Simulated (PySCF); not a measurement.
## Ionisation energy of Se(2+) by level of theory

Se(2+) [Ar] 3d10 4s2 4p2 [4p1/2^2, M_J = 0] → Se(3+) [Ar] 3d10 4s2 4p1 [4p1/2^1, M_J = 1/2], as a difference of total energies. Computed with PySCF 2.14 in x2c-QZVPPall-2c, with the two-component X2C-1e Hamiltonian. Correlated levels: [Ne] frozen; the 8 highest virtual spinors dropped. "Screened" scales the spin-orbit matrix elements by Boettger's factors to mimic the two-electron term; Breit and QED terms are absent.

| method | ionisation energy (eV) | error (eV) |
| --- | --- | --- |
| GHF (spin-free) | 30.874 | -0.823 |
| GMP2 (spin-free) | 31.645 | -0.052 |
| GHF (screened spin-orbit) | 30.733 | -0.964 |
| GMP2 (screened spin-orbit) | 31.491 | -0.206 |

Reference: 31.697 ± 0.019 eV (measured; NIST Atomic Spectra Database, ionization energies).

The spin-free rows relax to the high-spin LS determinant and lack the spin-orbit shift.

Errors of the correlated levels include the incompleteness of this basis and the frozen core.

The labels give the starting determinants; with spin-orbit coupling the two ends relaxed to ⟨J²⟩ = 1.53, ⟨L²⟩ = 2.00, ⟨S²⟩ = 1.97 and ⟨J²⟩ = 0.80, ⟨L²⟩ = 2.03, ⟨S²⟩ = 0.76.

The determinant of Se(2+) mixes levels of different J (the jj label is only the starting occupation), so the difference between spin-free and spin-orbit rows is not the physical spin-orbit shift.
